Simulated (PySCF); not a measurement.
The vertical singlet excitations below were computed for one of the candidates. Method used: TDDFT PBE0/def2-SVPD, vertical, gas phase, core orbitals frozen in the response (PySCF 2.14.0, density-fitted response routines). Geometries: PBE0-D3(BJ)/def2-SVP, one conformer each.

```json
{"state": "S1", "E (eV)": "4.42", "λ (nm)": "280.7", "f": "0.047"}
{"state": "S2", "E (eV)": "5.70", "λ (nm)": "217.6", "f": "0.0001"}
{"state": "S3", "E (eV)": "6.02", "λ (nm)": "205.9", "f": "0.0057"}
{"state": "S4", "E (eV)": "6.19", "λ (nm)": "200.3", "f": "0.046"}
{"state": "S5", "E (eV)": "6.41", "λ (nm)": "193.5", "f": "0.027"}
{"state": "S6", "E (eV)": "6.52", "λ (nm)": "190.0", "f": "0.011"}
{"state": "S7", "E (eV)": "7.07", "λ (nm)": "175.3", "f": "0.195"}
{"state": "S8", "E (eV)": "7.28", "λ (nm)": "170.4", "f": "0.011"}
{"state": "S9", "E (eV)": "7.29", "λ (nm)": "170.0", "f": "0.041"}
{"state": "S10", "E (eV)": "7.38", "λ (nm)": "168.0", "f": "0.036"}
```

Triplets computed (Tamm–Dancoff): 2.66, 4.57, 5.23, 5.46 eV.

**Question.** Which structure fits? All have the formula C6H7F3Si.
A. `C#C[Si@@H]1CC[C@@H]1C(F)(F)F`
B. `FC(F)(F)CC1=C[SiH2]C=C1`
C. `FC(=C(/C=C/[C@H]1[SiH2]C1)F)F`
D. `FC(F)=C(F)/C=C\[C@@H]1C[SiH2]1`

**Answer.** B. Its S1, at 4.42 eV, is the lowest among the candidates; the nearest of the others has S1 at 4.69 eV. S1 is HOMO→LUMO (98%). Löwdin shares by element: HOMO carbon 86% or more; LUMO carbon 72% or more (atoms not listed hold the other 28%). At the same level the other candidates give, for their lowest levels:
- `C#C[Si@@H]1CC[C@@H]1C(F)(F)F`: 5.68 eV (f 0.001); 6.05 eV (f 0.015); 6.20 eV (f 0.002); 6.84 eV (f 0.009); 7.27 eV (f 0.338); T1 4.69 eV; HOMO -8.13, LUMO -0.71 eV
- `FC(F)=C(F)/C=C\[C@@H]1C[SiH2]1`: 4.69 eV (f 0.704); 5.26 eV (f 0.016); 5.48 eV (f 0.009); 5.79 eV (f 0.052); 5.83 eV (f 0.126); T1 2.79 eV; HOMO -6.03, LUMO -0.98 eV
- `FC(F)=C(F)/C=C/[C@@H]1C[SiH2]1`: 4.80 eV (f 0.825); 5.33 eV (f 0.038); 5.56 eV (f 0.003); 5.72 eV (f 0.001); 5.82 eV (f 0.117); T1 2.85 eV; HOMO -6.06, LUMO -0.93 eV

Shape of the structure used: `[F:1][C:2]([F:3])([F:4])[CH2:5][C:6]1=[CH:7][SiH2:8][CH:9]=[CH:10]1`: F1–C2–C5–C6 -62°, C2–C5–C6–C7 -104°.
